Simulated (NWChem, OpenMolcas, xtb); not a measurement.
ZrO (SMILES [O][Zr]): methods side by side

ZrO: 2 atoms, total charge 0, spin state singlet. SMILES: `[O][Zr]`. Geometry: the measured bond length.

```tsv
atom	x (Å)	y (Å)	z (Å)
O	0.0000	0.0000	0.0000
Zr	0.0000	0.0000	1.7116
```

Quantity: the dipole moment, in D. The values are calculated.

```csv
level,kind,program,value (D),CPU time
GFN1-xTB,semi-empirical,xtb,10.04,under 2 s
HF/def2-TZVP (core potential),Hartree–Fock,NWChem,3.01,16 s
SVWN5/def2-TZVP (core potential),LDA,OpenMolcas,2.45,8.6 s
revPBE/def2-TZVP (core potential),GGA,OpenMolcas,2.20,13 s
M06-L/def2-TZVP (core potential),meta-GGA,OpenMolcas,2.32,17 s
r2SCAN/def2-TZVP (core potential),meta-GGA,OpenMolcas,2.33,16 s
M06-2X/def2-TZVP (core potential),hybrid meta-GGA,NWChem,2.49,25 s
wB97X/def2-TZVP (core potential),range-separated hybrid,NWChem,2.73,74 s
```

The values span 2.20 to 10.04 D. Times are those of the runs behind each value, whatever else they computed, on shared processors of several kinds: orders of magnitude only.
